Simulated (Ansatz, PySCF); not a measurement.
Species: sum formula H₂BO₂, net charge 1, singlet state. 
Geometry from a B3LYP-D3(BJ)/def2-TZVP (Ansatz, a first-principles code) optimisation:
```xyz
5

O      1.1260     0.3135    -0.4593
B      0.0077    -0.0008     0.0209
O     -1.1637    -0.3094     0.3567
H      2.0341    -0.0059    -0.3402
H     -1.7709    -0.0230     1.0567
```
Charge +1, spin multiplicity 1.

Total electronic energies in hartree. Correlated levels leave the core frozen unless marked. Spin-orbit coupling is left out. No relativistic terms. CBS marks a two-point X^-3 extrapolation of the correlation energy; Hartree-Fock from the larger set.

```
level                                program  energy (Eh)
----------------------------  --------------  -----------
HF/STO-3G                             Ansatz   -173.08350
RI-HF/aug-cc-pVTZ                     Ansatz   -175.46046
PBE/def2-TZVPD                        Ansatz   -176.15773
BLYP-D3(BJ)/def2-TZVPD        Ansatz + dftd3   (withheld)
PBE0/def2-SVP                         Ansatz   -175.95433
PBE0-D3(BJ)/def2-TZVP         Ansatz + dftd3   -176.16038
BHLYP/def2-TZVPD                      Ansatz   (withheld)
PW6B95/def2-TZVPD                      PySCF   -176.55961
HSE06-D4/def2-TZVPD           Ansatz + dftd4   -176.15289
LC-wPBE-D4/def2-TZVPD         Ansatz + dftd4   -176.24341
RI-MP2/CBS(cc-pVTZ,cc-pVQZ)           Ansatz    -176.0912
SCS-MP2/STO-3G                        Ansatz   -173.22103
SCS-MP2/cc-pVQZ                       Ansatz   -176.05254
CCSD(T)/6-31G                         Ansatz   -175.60470
CCSD(T)/CBS(cc-pVTZ,cc-pVQZ)          Ansatz    -176.1133
```

Problem. What belongs in the gaps?

Solution. 
- BLYP-D3(BJ)/def2-TZVPD, energy (Eh): -176.33418
- BHLYP/def2-TZVPD, energy (Eh): -176.27541
